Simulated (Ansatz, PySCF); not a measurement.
N2 (SMILES N#N) and C2H6 (SMILES CC) are pulled apart as rigid monomers along the line of their centres of mass, from the B3LYP-D3(BJ)/def2-TZVP minimum. Starting geometry (charge 0, multiplicity 1):
```csv
atom,x (Å),y (Å),z (Å)
N,-0.4772,-0.1264,-0.2476
N,0.6068,-0.2326,-0.3076
C,-0.6721,0.4266,3.4491
C,0.6396,-0.3364,3.2889
H,-1.1652,0.5788,2.4871
H,-0.5070,1.4099,3.8941
H,-1.3689,-0.1137,4.0929
H,0.4759,-1.3194,2.8427
H,1.1290,-0.4901,4.2526
H,1.3390,0.2033,2.6475
```

Interaction energies with rigid monomers; basis-set methods are counterpoise corrected unless marked otherwise.

Frozen-core correlation. Rows in 6-31G* carry no dispersion term and start afresh at each structure (6-31G* with six Cartesian d functions). MP2/6-31G* freezes PySCF's default core.

The values were computed with Ansatz (Gaussian orbitals); PySCF for 6-31G* rows, the dispersion terms. 

| N1···H5 (Å) | PBE-D4/def2-TZVPPD (kcal/mol) | r2SCAN-D4/def2-TZVPPD (kcal/mol) | B3LYP/6-31G* (no counterpoise) (kcal/mol) | MP2/6-31G* (kcal/mol) | MP2/aug-cc-pVDZ (kcal/mol) |
|---|---|---|---|---|---|
| 2.63 | -0.29 | -0.18 | … | 0.53 | -0.22 |
| 2.91 | -0.66 | -0.51 | -0.12 | -0.11 | -0.60 |
| 3.33 | -0.52 | -0.42 | -0.15 | -0.24 | -0.50 |
| 4.04 | -0.13 | … | -0.01 | -0.13 | -0.22 |
| 5.18 | 0.10 | -0.01 | 0.00 | -0.03 | -0.06 |

Problem. Some entries are withheld; supply them.

Solution. 
- 4.04, r2SCAN-D4/def2-TZVPPD (kcal/mol): -0.17
- 2.63, B3LYP/6-31G* (no counterpoise) (kcal/mol): 0.37

Ansatz is a quantum-chemistry and plane-wave program.
